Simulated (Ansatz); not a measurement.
Reaction (cleavage of the Si–B bond): `C[SiH2]B[SiH3]` + `C[Si](O)(O)Br` → `C[Si](O)(Br)O[SiH3]` + `B[SiH2]C`

Gas-phase electronic energies from Ansatz, PBE0-D4/def2-TZVP geometries. CCSD(T)/CBS adds triple-zeta CCSD(T) − MP2 to the extrapolated MP2 energy (def2 sets, frozen cores). Functionals use def2-TZVPP. For Br outer-core shells are correlated without core-valence functions, which leaves a few kJ/mol of doubt a bond. Scalar relativity is left out up to krypton. One conformer a species, not always the lowest.

```json
{"level": "PBE-D4", "ΔE (kcal/mol)": "-20.4", "difference from CCSD(T)/CBS": "6.7"}
{"level": "r2SCAN-D4", "ΔE (kcal/mol)": "-24.8", "difference from CCSD(T)/CBS": "2.3"}
{"level": "ωB97M-V", "ΔE (kcal/mol)": "-27.0", "difference from CCSD(T)/CBS": "0.1"}
{"level": "B2PLYP", "ΔE (kcal/mol)": "-27.9", "difference from CCSD(T)/CBS": "-0.8"}
{"level": "PBE", "ΔE (kcal/mol)": "-20.2", "difference from CCSD(T)/CBS": "6.9"}
{"level": "r2SCAN", "ΔE (kcal/mol)": "-24.7", "difference from CCSD(T)/CBS": "2.4"}
{"level": "PBE0", "ΔE (kcal/mol)": "-22.6", "difference from CCSD(T)/CBS": "4.5"}
{"level": "HF/def2-TZVPP", "ΔE (kcal/mol)": "-33.6", "difference from CCSD(T)/CBS": "-6.5"}
{"level": "MP2/def2-TZVPP", "ΔE (kcal/mol)": "-28.9", "difference from CCSD(T)/CBS": "-1.8"}
{"level": "SCS-MP2/def2-TZVPP", "ΔE (kcal/mol)": "-30.0", "difference from CCSD(T)/CBS": "-2.9"}
{"level": "CCSD/def2-TZVPP", "ΔE (kcal/mol)": "-27.8", "difference from CCSD(T)/CBS": "-0.7"}
{"level": "CCSD(T)/def2-TZVPP", "ΔE (kcal/mol)": "-27.0", "difference from CCSD(T)/CBS": "0.1"}
{"level": "HF/def2-QZVPP", "ΔE (kcal/mol)": "-34.2", "difference from CCSD(T)/CBS": "-7.1"}
{"level": "MP2/def2-QZVPP", "ΔE (kcal/mol)": "-29.2", "difference from CCSD(T)/CBS": "-2.1"}
{"level": "MP2/CBS(def2)", "ΔE (kcal/mol)": "-29.0", "difference from CCSD(T)/CBS": "-1.9"}
{"level": "CCSD/CBS(def2)", "ΔE (kcal/mol)": "-28.0", "difference from CCSD(T)/CBS": "-0.9"}
{"level": "CCSD(T)/CBS", "ΔE (kcal/mol)": "-27.1", "difference from CCSD(T)/CBS": "0"}
```

Largest T1 diagnostic among the species: 0.013.

From PBE to PBE0 (25 % exact exchange), in def2-TZVPP and without D4, ΔE moves by −2.4 kcal/mol. In def2-TZVPP, CCSD(T) changes the Hartree–Fock value by +6.6 kcal/mol (the triples alone add +0.9 kcal/mol) and MP2 by +4.7 kcal/mol.
